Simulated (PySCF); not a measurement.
# Radial density of Al²⁺ (aluminium, charge +2)

UHF, [Ne] 3d1, 2D determinant (an excited configuration). All numbers are calculated (PySCF 2.14, the spin-free X2C one-electron Hamiltonian (Gaussian nucleus), in aug-cc-pVQZ-DK (7s6p4d3f2g, 84 functions)).

```csv
r (bohr),4πr²ρ (e/bohr),4πr²(ρα − ρβ)
0.00198,0.07515,0.0000
0.00333,0.1981,0.0000
0.00560,0.5133,0.0000
0.00941,1.284,0.0000
0.0158,3.020,-0.0001
0.0266,6.378,-0.0001
0.0448,11.21,-0.0002
0.0754,14.54,-0.0003
0.127,12.09,-0.0007
0.213,8.447,-0.0023
0.359,11.67,-0.0047
0.603,10.79,-0.0011
1.01,3.090,0.0274
1.71,0.3227,0.1712
2.87,0.3164,0.3160
4.83,0.1380,0.1380
8.12,0.003432,0.0034
```

Densities and radii are taken from the X2C orbitals without a picture-change correction, which distorts them close to the nucleus.

The outer electron is Rydberg-like, and this basis confines it to a smaller radius and binds it less than a complete one would.

Where is the radial spin density 4πr²(ρα − ρβ) most negative, and why is it negative at all?

Around r = 0.359 bohr, down to -0.0047 e/bohr: exchange with the open shell polarises the paired shells in an unrestricted calculation.
